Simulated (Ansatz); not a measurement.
Input and output for ClGe2H5O (`[OH][GeH]([Cl])[GeH3]`).

```yaml
crystal:
  periodic: [false, false, false]
  atoms:
    - {symbol: O, position_ang: [-0.053628, 1.974789, -0.903236]}
    - {symbol: Ge, position_ang: [0.704529, 0.734390, 0.111746]}
    - {symbol: Cl, position_ang: [2.438972, -0.023125, -0.948169]}
    - {symbol: Ge, position_ang: [-0.749989, -1.173618, 0.488127]}
    - {symbol: H, position_ang: [-0.312294, 1.644650, -1.767393]}
    - {symbol: H, position_ang: [1.215315, 1.507822, 1.333294]}
    - {symbol: H, position_ang: [-1.196829, -1.710092, -0.878953]}
    - {symbol: H, position_ang: [0.022207, -2.259719, 1.247423]}
    - {symbol: H, position_ang: [-1.979585, -0.741298, 1.300161]}
basis:
  gaussian: {orbitals: cc-pVDZ}
hamiltonian: {xc: {name: PBEsol}}
accuracy: high
```

```sh
$ ansatz run in.yaml --threads 4 --pin off --events-out ev --progress --plain --max-ram 10444MiB
```

It prints (some lines left out):

```
Functional definition: PBEsol
  name "PBEsol"
  cite "Perdew et al., Phys. Rev. Lett. 100, 136406 (2008) doi:10.1103/PhysRevLett.100.136406"
  cite "Perdew, Burke & Ernzerhof, Phys. Rev. Lett. 77, 3865 (1996) doi:10.1103/PhysRevLett.77.3865"
  parent pbesol
  exchange = pbesol_x
  correlation = pbesol_c
2547 factors; integrals over basis functions are off by at most 4.4e-9 eV
mean field evaluation 1: about -127550.4113 eV, gradient 5.4e1 eV
mean field evaluation 2: about -127495.7862 eV, gradient 1.6e2 eV
mean field evaluation 4: about -127555.4402 eV, gradient 1.1e1 eV
mean field evaluation 8: about -127555.7793 eV, gradient 8.2e-1 eV
mean field evaluation 16: about -127555.7810 eV, gradient 1.4e-4 eV
mean field -127555.78104371 eV, -4687.5884929427 hartree, gradient 3.0e-8 eV, S^2 0.000000; 0 other end points of the search recorded, 0 dependent functions left out
reference -127555.78104750 eV, -4687.5884930819 hartree; 47, 47 occupied and 64, 64 virtual orbitals, 2547 factors
Total energy: -127555.78104750 eV, -4687.5884930819 hartree
```

Hardware: 4 threads of an Arm Neoverse V2 on a shared host. Wall time 4.6 s, peak host memory 0.45 GiB.
